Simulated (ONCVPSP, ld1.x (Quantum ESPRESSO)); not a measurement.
**Hardness and transferability of assorted potentials**

Generated with ld1.x 7.5 (TM, RRKJ, ultrasoft, PAW), atompaw 4.2 or ONCVPSP 4.0.1. The cutoff is in Ry: for ld1.x and atompaw files where the sum of valence levels is converged to 10 mRy in a Bessel basis, for ONCV files where the hardest occupied wave has 1 mHa per electron of residual kinetic energy. The error is the largest all-electron minus pseudo excitation energy over each file’s own four to seven test configurations (ionisations up to +4, promotions, holes and added fractions of an electron), all of which were solved. The labels leave out finer settings (local radius, basis sizes, second energies), which also bear on the numbers. Spin-polarised tests are not counted. The rows are a selection from randomly drawn settings: files with unsolved tests, undetermined cutoffs or missed reference levels are left out.

A true bound ghost makes a file unfit for plane-wave use even where its test errors are small: the radial tests pick states by their node count and pass the ghost by.

```csv
element,potential,cutoff (Ry),largest error (meV),bound ghosts
N,"ONCV, PBE, non-relativistic, rc 1.10/1.25/1.05 (spd), local smoothed, core correction yes, reference 2s2 2p3, qcut 6.5/6.3/9.3, projectors 1/1/2",146,+756,none
F,"PAW, PBEsol, scalar-relativistic, rc 0.80/0.90 (sp), local smoothed, core correction yes, reference 2s2 2p4.5",90,-6.8,none
Se,"ONCV, Wu-Cohen, scalar-relativistic, rc 1.45/1.70/1.80 (spd), local smoothed, core correction yes, reference 4s2 4p2, qcut 5.5/5/6.3, projectors 2/2/2",30,-118,s
Rh,"RRKJ, PBE, scalar-relativistic, rc 1.60/1.90/1.90 (spd), local p, core correction yes, reference 4s2 4p6 4d7 5s0 5p0",45,+1046,none
Sn,"ONCV, PBEsol, scalar-relativistic, rc 1.10/1.35/1.25/1.20 (spdf), local smoothed, core correction no, reference 4s2 4p6 4d10 5s2 5p2, qcut 10.8/11.8/10/10.2, projectors 3/3/2/2",90,-10.0,none
Ta,"ONCV, revPBE, fully relativistic, rc 1.80/1.50/3.00 (spd), local smoothed, core correction yes, reference 5s2 5p6 5d4 6s1, qcut 8.7/5.4/5.9, projectors 2/2/2",185,-7.3,none
```

(1) Fill in the row for O: ONCV, Wu-Cohen, scalar-relativistic, rc 0.75/2.00/1.85 (spd), local smoothed, core correction no, reference 2s1 2p5, qcut 9.4/7.7/4.9, projectors 3/3/2.

Answers

(1) cutoff 84 Ry, largest error +7347 meV, bound ghosts: s, d.
